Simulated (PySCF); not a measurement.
Bi(Br)(TeH)2 (BiBrH2Te2), SMILES [TeH][Bi]([Br])[TeH]. Geometry optimised at PBE-D3(BJ)/def2-SVP. The structure was generated by enumeration; whether it is a known compound was not checked. The def2 effective core potentials stand for the cores of Bi, Te; spin–orbit coupling is left out.

Q: Give the equilibrium geometry at PBE-D3(BJ)/def2-SVP (PySCF confirms it by a frequency run) as Cartesian coordinates in Å. (Estimate from the structure and the level; the computed values follow.)

A: 
```xyz
6

Bi    -0.0610     0.1479     0.9166
Br    -1.9407    -1.7084     0.5093
Te    -0.9326     1.7287    -1.3392
H      0.4751     2.6530    -1.2620
Te     2.2714    -0.8374    -0.4610
H      2.8959    -1.4814     0.9691
```
